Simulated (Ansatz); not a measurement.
Start from `COB(C)O` and change one atom or group to get `COB(O)C(C)C`.

Ansatz, PBE0-D4/def2-TZVP geometries, multiplicity 1. Each molecule was computed in one conformer, which needn't be the lowest.

```tsv
property	`COB(C)O`
HOMO energy (B3LYP/def2-TZVPP) / eV	-8.20
HOMO energy (PBE0/def2-TZVPP) / eV	-8.44
HOMO–LUMO gap (PBE/def2-TZVPP) / eV	6.98
HOMO–LUMO gap (ωB97M-V/def2-TZVPP) / eV	13.05
LUMO energy (PBE/def2-TZVPP) / eV	0.12
LUMO energy (B3LYP/def2-TZVPP) / eV	0.56
```

What does the change do to each property? (Estimate.)

Computed: 
```csv
property,`COB(O)C(C)C`,shift
HOMO energy (B3LYP/def2-TZVPP) / eV,-7.91,0.29
HOMO energy (PBE0/def2-TZVPP) / eV,-8.10,0.34
HOMO–LUMO gap (PBE/def2-TZVPP) / eV,6.76,-0.22
HOMO–LUMO gap (ωB97M-V/def2-TZVPP) / eV,12.70,-0.35
LUMO energy (PBE/def2-TZVPP) / eV,0.08,-0.04
LUMO energy (B3LYP/def2-TZVPP) / eV,0.58,0.02
```

B3LYP here is the variant with VWN-RPA as its local correlation; programs differ in this.
